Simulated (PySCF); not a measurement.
PySCF 2.14 output of an unrestricted r2SCAN calculation on a single atom or ion in x2c-TZVPPall, with scalar relativity by spin-free X2C-1e:

```
SCF conv_tol = 1e-09
number electrons alpha = 11  beta = 10
    J. W. Furness, A. D. Kaplan, J. Ning, J. P. Perdew, and J. Sun.,  J. Phys. Chem. Lett. 11, 8208-8215 (2020)
    J. W. Furness, A. D. Kaplan, J. Ning, J. P. Perdew, and J. Sun.,  J. Phys. Chem. Lett. 11, 9248-9248 (2020)
    J. W. Furness, A. D. Kaplan, J. Ning, J. P. Perdew, and J. Sun.,  J. Phys. Chem. Lett. 11, 8208-8215 (2020)
    J. W. Furness, A. D. Kaplan, J. Ning, J. P. Perdew, and J. Sun.,  J. Phys. Chem. Lett. 11, 9248-9248 (2020)
cycle= 1 E= -763.988959861111  delta_E= -0.00287  |g|= 0.0181  |ddm|= 0.264
cycle= 2 E= -763.989035897446  delta_E= -7.6e-05  |g|= 0.00928  |ddm|= 0.061
cycle= 3 E= -763.989067634612  delta_E= -3.17e-05  |g|= 0.00085  |ddm|= 0.0205
cycle= 4 E= -763.989068242037  delta_E= -6.07e-07  |g|= 0.000555  |ddm|= 0.00631
cycle= 5 E= -763.98906823956  delta_E= 2.48e-09  |g|= 6.88e-05  |ddm|= 0.00228
cycle= 6 E= -763.98906823466  delta_E= 4.9e-09  |g|= 8.17e-06  |ddm|= 0.000525
cycle= 7 E= -763.989068234862  delta_E= -2.02e-10  |g|= 2.4e-06  |ddm|= 0.000105
converged SCF energy = -763.989068234862  <S^2> = 0.77158668  2S+1 = 2.0214714
```

The run itself started from symmetry-adapted Hartree-Fock orbitals and held the occupation by maximum overlap, on a logarithmic radial grid, so the iterations belong to that start.

Which element, charge and spin multiplicity is this?

Sc (scandium, neutral), multiplicity 2; the state was [Ar] 4s2 4p1, 2P determinant (an excited configuration).
